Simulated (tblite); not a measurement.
Species: C3H11NOSi2.
Z-matrix (Å and degrees, GFN2-xTB geometry), rows numbered from 1:
```
C 
C   1  1.3231
C   2  1.4858  1  124.59
Si  3  1.9093  2  109.25  1    94.91
O   4  1.6271  3  110.89  2   -56.26
N   4  1.7333  3  107.68  2    63.07
Si  6  1.7325  4  129.60  3    51.12
H   1  1.0788  2  121.49  3     3.45
H   1  1.0770  2  122.28  3  -177.92
H   2  1.0822  1  119.88  3   176.37
H   3  1.0896  2  110.35  1   -24.71
H   3  1.0872  2  110.31  1  -144.00
H   4  1.4592  3  112.75  2  -170.37
H   5  0.9546  4  119.68  3    36.32
H   6  1.0078  4  112.99  3  -149.57
H   7  1.4633  6  108.06  4   -56.38
H   7  1.4679  6  111.73  4    63.66
H   7  1.4637  6  105.40  4  -175.76
```

Calculated harmonic vibrations of the isolated species, GFN2-xTB (tblite), most abundant isotopes, no scaling. Against measured fundamentals such values can be off by several per cent, at times by over 20. Modes of hydrogen on silicon can be 10 to 20 % off. One conformer, not necessarily the lowest.

Harmonic wavenumbers (cm⁻¹): 33.3, 41.4, 62.6, 92.3, 123.9, 165.7, 199.8, 229.9, 255.9, 315.8, 375.7, 415.8, 567.7, 576.1, 601.6, 627.2, 672.9, 702.2, 759.2, 769.2, 792.9, 802.6, 828.7, 832.5, 874.1, 901.7, 958.4, 989.1, 1022.5, 1051.2, 1190.3, 1197.4, 1209.2, 1295.3, 1415.1, 1474.8, 1701.6, 2206.3, 2247.8, 2251.4, 2289.0, 2995.0, 3016.8, 3055.1, 3088.2, 3116.9, 3467.4, 3646.3.

A = 2395, B = 1119, C = 888.6 MHz; mass 133.038 u (most abundant isotopes); point group C1, symmetry number 1.

Zero-point energy?

½Σν̃ = 28753 cm⁻¹ = 343.96 kJ/mol.

What is S at 273.15 K and 1 bar for an ideal gas of classical rigid rotors and harmonic oscillators?

Translation 168.03, rotation 121.46, vibration 146.34: S = 435.8 J/(mol K).

And Cp and H(273.15 K) − H(0)?

Cp = 168.98 J/(mol K), of which vibrations give 135.72 (their classical limit is 48 R = 399.1); H(273.15 K) − H(0) = 28.86 kJ/mol without the zero-point energy, 19.78 from vibrations.

Which modes carry the vibrational entropy at 273.15 K?

33.3 cm⁻¹: 22.80; 41.4 cm⁻¹: 20.99; 62.6 cm⁻¹: 17.58; 92.3 cm⁻¹: 14.39; 123.9 cm⁻¹: 12.01; 165.7 cm⁻¹: 9.70 J/(mol K); the other 42 give 48.87 together.

Blend soft modes into free rotors: weight 1/[1 + (100 cm⁻¹/ν̃)⁴] for the oscillator and the rest for a rotor with moment μB/(μ + B), μ = h/(8π²ν), B = 10⁻⁴⁴ kg m². What vibrational entropy results?

128.96 J/(mol K) in place of 146.34, which changes −T·S at 273.15 K by +4.75 kJ/mol.

What must be added to the electronic energy to get the Gibbs energy at 273.15 K and 1 bar?

ZPE + [H(273.15 K) − H(0)] − T·S = 343.96 + 28.86 − 119.05 = 253.77 kJ/mol.

How do the functions run with temperature in this model?

```tsv
T (K)	S (J/(mol K))	Cp (J/(mol K))	H − H(0) (kJ/mol)	G − H(0) (kJ/mol)	ln q(vib)
150	353.1	113.0	11.52	-41.45	4.81
250	421.3	158.5	25.07	-80.27	8.15
298.15	451.1	179.9	33.22	-101.28	9.69
400	509.7	219.3	53.63	-150.25	12.83
600	609.8	273.9	103.37	-262.51	18.65
900	731.3	324.4	193.75	-464.38	26.47
```

q(vib) and H(0) count from the zero-point level.

Hindered rotation and anharmonicity are outside this model. Other conformers, if any are populated, would add a mixing term that is left out. The structure is chiral; the term R ln 2 for an equal mix with its mirror image is left out.
